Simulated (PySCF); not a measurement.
B(CF3)(H)2 (CH₂BF₃), SMILES BC(F)(F)F.

Geometry optimised at B3LYP-D3(BJ)/def2-SVP.

All values below come from CAM-B3LYP/def2-TZVP run with PySCF.

| Property | Value |
|---|---|
| total energy | -363.71700 hartree |
| point group | Cs |
| highest occupied level | -11.68 eV |
| lowest empty level | -1.63 eV |
| orbital gap | 10.04 eV |
| dipole moment | 1.91 D |
| quadrupole, principal values (traceless, Buckingham form, about the centre of nuclear charge) | -2.08, -0.06, 2.15 D·Å |
| mean static polarisability | 28.0 bohr³ (4.15 Å³) |
| polarisability, principal values | 25.0, 29.2, 29.9 bohr³ |
